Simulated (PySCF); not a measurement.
**Spectroscopy problems**

[PySCF 2.14: GFN2-xTB structure; GIAO PBE0/pcSseg-1 shieldings; rapidly exchanging positions averaged; single conformer; relativity neglected; isolated molecule]

δ = σ(ref) − σ, references computed at the same level: 1H, 13C against TMS. Where no couplings were computed, multiplicities follow the n + 1 count of equivalent neighbours, and m marks all less simple cases (inequivalent or close neighbours, rings, F or P nearby). Shifts are as computed. Against solution values, carbons near 30 ppm lie about +3 ppm off and those near 130 ppm about +5 ppm (rms about the fit 2.1 ppm; single classes can miss by 10 ppm). Of 1328 compounds with measured shifts, 309 miss one by over three times the rms of a fit or turn the order of signals round; such compounds aren't used in these exercises. Signals without a measured value on file couldn't be tested in this way; 1H shifts scatter by 0.2 ppm about their fit, and single ones miss by 0.5 ppm. OH and NH positions are gas-phase values without hydrogen bonding to other molecules.

Question: C₅H₉NOSi. 1H NMR (300 MHz, computed): δ 6.56 (m, 1H), 6.38 (m, 1H), 5.85 (m, 1H), 5.06 (s, 3H), 3.80 (s, 3H). 13C{1H} NMR (computed): δ 159.2 (C), 126.8 (CH), 111.3 (CH), 106.0 (CH), 57.8 (CH3). What is it?

Answer: SMILES O(C)c1ccn([SiH3])c1. The formula gives 3 degrees of unsaturation (1 ring in the answer). 5 carbon signals for 5 carbons: no two carbons are equivalent. Carbon types of the structure: 1 × C, 3 × CH, 1 × CH3, leaving 3 H on heteroatoms. δC 159.2: aromatic carbon bearing oxygen; an ipso carbon deshielded by its heteroatom. δC 126.8, 106.0: aromatic CH next to a ring nitrogen. δC 111.3: aromatic CH; it is ortho or para to a lone-pair donor and shielded by resonance. δC 57.8: methyl carbon bonded to O; the inductive effect lowers its shielding.

The shifts were computed for this structure.

Question: C₅H₁₃NSi. 1H NMR (300 MHz, computed): δ 7.12 (m, 1H), 5.79 (m, 1H), 4.94 (d, 2H), 2.60 (s, 6H), 2.08 (d, 3H). 13C{1H} NMR (computed): δ 160.2 (CH), 127.7 (CH), 40.4 (CH3), 23.6 (CH3). What is it?

Answer: `C/C=C\[SiH2]N(C)C`. Rings plus π bonds: 1 (no ring in the answer). 4 carbon signals for 5 carbons: some carbons are equivalent by symmetry or fast rotation. Carbon types of the structure: 2 × CH, 3 × CH3, leaving 2 H on heteroatoms. δC 160.2, 127.7: alkene CH; an sp2 carbon of a C=C bond. δH 7.12, 5.79: hydrogen on an alkene CH; olefinic region. δH 2.60: hydrogen on a methyl carbon bonded to N; its carbon carries N, hence the downfield position. δH 2.08: hydrogen on an allylic methyl carbon; allylic position.

This is the structure that produced the data.

Question: C₅H₉NOSi. 1H NMR (500 MHz, computed): δ 6.11 (m, 1H), 5.17 (m, 1H), 4.75 (s, 3H), 3.25 (br s, 1H), 2.31 (s, 3H). 13C{1H} NMR (computed): δ 160.4 (C), 145.6 (C), 115.3 (CH), 85.6 (CH), 16.2 (CH3). Give a structure.

Answer: `Cc1ccc(N[SiH3])o1`. Rings plus π bonds: 3 (1 ring in the answer). 5 carbon signals for 5 carbons: no two carbons are equivalent. Carbon types of the structure: 2 × C, 2 × CH, 1 × CH3, leaving 4 H on heteroatoms. δC 160.4: aromatic carbon bearing nitrogen; an ipso carbon deshielded by its heteroatom. δC 145.6: substituted aromatic carbon next to the ring oxygen. δC 115.3, 85.6: aromatic CH. δC 16.2: methyl carbon on an aromatic ring; saturated and bonded to C and H only.

The data come from this structure; uniqueness wasn't tested.
